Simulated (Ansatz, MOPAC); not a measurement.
Species: CH$_{6}$BO$_{2}$Si (charge 0, doublet). SMILES: [CH2][SiH2]B(O)O

Atoms: C1, Si2, B3, O4, O5, H6, H7, H8, H9, H10, H11. Bonds: C1-Si2, C1-H6, C1-H7, Si2-B3, Si2-H8, Si2-H9, B3-O4, B3-O5, O4-H10, O5-H11.

Bond lengths (Å) and angles (degrees) optimised at AM1 with MOPAC; HF/STO-3G with Ansatz (a first-principles code); HF/6-31G* with Ansatz, each started from the B3LYP-D3(BJ)/def2-TZVP structure (Ansatz) of the last column. A row stands for all coordinates that are equal there; 11 of 19 kinds are shown. 6-31G* holds six Cartesian d functions. No wavenumbers were computed at HF/STO-3G, so these may be saddle points.

| coordinate | AM1 | HF/STO-3G | HF/6-31G* | B3LYP-D3(BJ)/def2-TZVP |
|---|---|---|---|---|
| C1-Si2 | 1.749 | 1.846 | 1.872 | 1.848 |
| C1-H6 | 1.093 | 1.081 | 1.078 | 1.085 |
| Si2-B3 | 1.858 | 1.983 | 2.057 | 2.044 |
| Si2-H8 | 1.464 | 1.425 | 1.480 | 1.486 |
| B3-O4 | 1.347 | 1.355 | 1.353 | 1.360 |
| B3-O5 | 1.362 | 1.362 | 1.361 | 1.369 |
| O4-H10 | 0.965 | 0.985 | 0.950 | 0.967 |
| O5-H11 | 0.957 | 0.980 | 0.946 | 0.962 |
| C1-Si2-B3 | 111.9 | 111.1 | 111.7 | 110.0 |
| Si2-B3-O4 | 114.4 | 118.6 | 118.5 | 119.0 |
| Si2-B3-O5 | 136.2 | 125.7 | 124.1 | 122.7 |

Mean signed difference of all 10 bond lengths from B3LYP-D3(BJ)/def2-TZVP: AM1 -0.034 Å, HF/STO-3G -0.017 Å, HF/6-31G* -0.004 Å.
